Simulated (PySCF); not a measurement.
**S+ (sulfur, charge +1) across methods**

[Ne] 3s1 3p4, high-spin 4P determinant (an excited configuration). Computed with PySCF 2.14 in aug-cc-pwCVQZ, with the non-relativistic Hamiltonian (point nucleus).

```tsv
method	E (hartree)	mean ε 3s α (eV)	mean ε 3p α (eV)	mean ε 3p β (eV)	Σ⟨r²⟩ (bohr²)	⟨S²⟩
BHandHLYP	-397.3644	-34.548	-21.447	-17.696	21.51	3.754
PBE0	-397.2247	-32.186	-20.159	-16.729	21.42	3.753
r2SCAN	-397.3514	-30.751	-19.143	-15.742	21.41	3.756
PBE	-397.1950	-29.497	-18.545	-15.730	21.44	3.753
PW91	-397.3533	-29.546	-18.597	-15.780	21.44	3.753
UHF	-396.79160	-39.600	-24.374	-18.302	21.76	3.761
PBEsol	-396.5608	-29.414	-18.495	-15.601	21.46	3.753
```

**Question.** Estimate the same row for LDA.

**Answer.** E (hartree) = -395.9780; mean ε 3s α (eV) = -29.386; mean ε 3p α (eV) = -18.538; mean ε 3p β (eV) = -15.691; Σ⟨r²⟩ (bohr²) = 21.51; ⟨S²⟩ = 3.753.
